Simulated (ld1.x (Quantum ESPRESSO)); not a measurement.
rhodium, TM: configuration errors across variants

ld1.x (Quantum ESPRESSO) 7.5 input, shortened:

```
&input
   title='Rh', zed=45., rel=1, dft='REVPBE', iswitch=3,
   config='[Kr] 4d8 4f-2 5s0.5 5p0'
 /
 &inputp
   pseudotype=2, tm=.true., lloc=0,
   nlcc=.true.
 /
4
5P  2  1   0.00   0.00  2.85  2.85  0.0
4D  3  2   8.00   0.00  2.05  2.05  0.0
4F  4  3  -2.00   0.05  2.45  2.45  0.0
5S  1  0   0.50   0.00  2.30  2.30  0.0
 &test
   configts(1)='4d8 5s0.5 5p0'
 /
```

All-electron excitation energies from the reference (eV): (1) 4d8 5s1 5p0 -2.859; (2) 4d8 5s0 5p0 4.471; (3) 4d7 5s0 5p0 23.894; (4) 4d9 5s0 5p0 -3.808; (5) 4d8 5s0 5p1 0.705; (6) 4d8.5 5s0.5 5p0 -3.511; (7) 4d7 5s2 5p0 -0.335.

The default core radius of the base comes out at 0.97 bohr.

A true bound ghost makes a file unfit for plane-wave use even where its test errors are small: the radial tests pick states by their node count and pass the ghost by.

Errors AE − PS in meV (a dash: test not solved or not reliable):

| change | (1) | (2) | (3) | (4) | (5) | (6) | (7) | bound ghosts |
| --- | --- | --- | --- | --- | --- | --- | --- | --- |
| base | -2.0 | -4.7 | -143 | -71 | -0.8 | -16 | -161 | none |
| local potential the d channel | -1.9 | -4.6 | -64 | -33 | -0.8 | -6.6 | -110 | s, p |
| wave 5s (bound): rc 2.30 bohr becomes 5s (bound): rc 1.70 bohr | +0.4 | -2.3 | -121 | -44 | -1.9 | -7.0 | -43 | none |
| wave 4f channel at 0.05 Ry: rc 2.45 bohr becomes 4f channel at 1.88 Ry: rc 2.45 bohr | -2.0 | -4.7 | -143 | -71 | -0.8 | -16 | -161 | none |
| all radii but the core radius scaled by about 0.92 (s 2.10, p 2.62, d 1.88, f 2.24 bohr) | -1.7 | -4.3 | -142 | -67 | -0.7 | -15 | -150 | none |
| wave 5p (bound): rc 2.85 bohr becomes 5p (bound): rc 2.66 bohr | -2.0 | -4.7 | -143 | -71 | -0.7 | -17 | -161 | none |
| wave 4f channel at 0.05 Ry: rc 2.45 bohr becomes 4f channel at 0.05 Ry: rc 2.20 bohr | -2.0 | -4.7 | -143 | -71 | -0.8 | -16 | -161 | none |
| wave 4d (bound): rc 2.05 bohr becomes 4d (bound): rc 2.46 bohr | -1.4 | -4.1 | -136 | -64 | -0.9 | -16 | -125 | none |

Give the same row for: core correction a·sin(br)/r model core inside 1.86 bohr.

-1.5, -4.1, -139, -68, -0.8, -16, -143; bound ghosts: none.
